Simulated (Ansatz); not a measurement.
Reaction (redistribution): `N[SiH](N)[GeH3]` + `B[S][AlH2]` → `N[SiH2][GeH3]` + `B[S][AlH][NH2]`

Computed with Ansatz on PBE0-D4/def2-TZVP structures; ΔE is electronic, products minus reactants. CCSD(T)/CBS is the MP2 limit (def2-TZVPP, def2-QZVPP) plus CCSD(T) − MP2 in def2-TZVPP, frozen cores. Functionals use def2-TZVPP. B3LYP here is the variant with VWN-RPA as its local correlation; programs differ in this. For Ge outer-core shells are correlated without core-valence functions, which leaves a few kJ/mol of doubt a bond. Scalar relativity is left out up to krypton. One conformer a species, not always the lowest.

```json
{"level": "PBE-D4", "ΔE (kJ/mol)": "-36.8", "difference from CCSD(T)/CBS": "0.0"}
{"level": "r2SCAN-D4", "ΔE (kJ/mol)": "-38.8", "difference from CCSD(T)/CBS": "-2.0"}
{"level": "PBE0-D4", "ΔE (kJ/mol)": "-35.3", "difference from CCSD(T)/CBS": "1.5"}
{"level": "B3LYP-D4", "ΔE (kJ/mol)": "-37.3", "difference from CCSD(T)/CBS": "-0.5"}
{"level": "ωB97X-V", "ΔE (kJ/mol)": "-36.2", "difference from CCSD(T)/CBS": "0.6"}
{"level": "ωB97M-V", "ΔE (kJ/mol)": "-35.4", "difference from CCSD(T)/CBS": "1.4"}
{"level": "B2PLYP", "ΔE (kJ/mol)": "-39.0", "difference from CCSD(T)/CBS": "-2.2"}
{"level": "PBE", "ΔE (kJ/mol)": "-37.9", "difference from CCSD(T)/CBS": "-1.1"}
{"level": "r2SCAN", "ΔE (kJ/mol)": "-39.0", "difference from CCSD(T)/CBS": "-2.2"}
{"level": "PBE0", "ΔE (kJ/mol)": "-36.2", "difference from CCSD(T)/CBS": "0.6"}
{"level": "B3LYP", "ΔE (kJ/mol)": "-39.2", "difference from CCSD(T)/CBS": "-2.4"}
{"level": "HF/def2-TZVPP", "ΔE (kJ/mol)": "-34.5", "difference from CCSD(T)/CBS": "2.3"}
{"level": "MP2/def2-TZVPP", "ΔE (kJ/mol)": "-38.2", "difference from CCSD(T)/CBS": "-1.4"}
{"level": "SCS-MP2/def2-TZVPP", "ΔE (kJ/mol)": "-38.2", "difference from CCSD(T)/CBS": "-1.4"}
{"level": "CCSD/def2-TZVPP", "ΔE (kJ/mol)": "-38.1", "difference from CCSD(T)/CBS": "-1.3"}
{"level": "CCSD(T)/def2-TZVPP", "ΔE (kJ/mol)": "-38.4", "difference from CCSD(T)/CBS": "-1.6"}
{"level": "HF/def2-QZVPP", "ΔE (kJ/mol)": "-34.5", "difference from CCSD(T)/CBS": "2.3"}
{"level": "MP2/def2-QZVPP", "ΔE (kJ/mol)": "-37.3", "difference from CCSD(T)/CBS": "-0.5"}
{"level": "SCS-MP2/def2-QZVPP", "ΔE (kJ/mol)": "-37.3", "difference from CCSD(T)/CBS": "-0.5"}
{"level": "HF/CBS(def2)", "ΔE (kJ/mol)": "-34.5", "difference from CCSD(T)/CBS": "2.3"}
{"level": "MP2/CBS(def2)", "ΔE (kJ/mol)": "-36.6", "difference from CCSD(T)/CBS": "0.2"}
{"level": "CCSD/CBS(def2)", "ΔE (kJ/mol)": "-36.5", "difference from CCSD(T)/CBS": "0.3"}
{"level": "CCSD(T)/CBS", "ΔE (kJ/mol)": "-36.8", "difference from CCSD(T)/CBS": "0"}
```

Largest T1 diagnostic among the species: 0.014.

In def2-TZVPP, CCSD(T) changes the Hartree–Fock value by −3.9 kJ/mol (the triples alone add −0.3 kJ/mol) and MP2 by −3.7 kJ/mol.
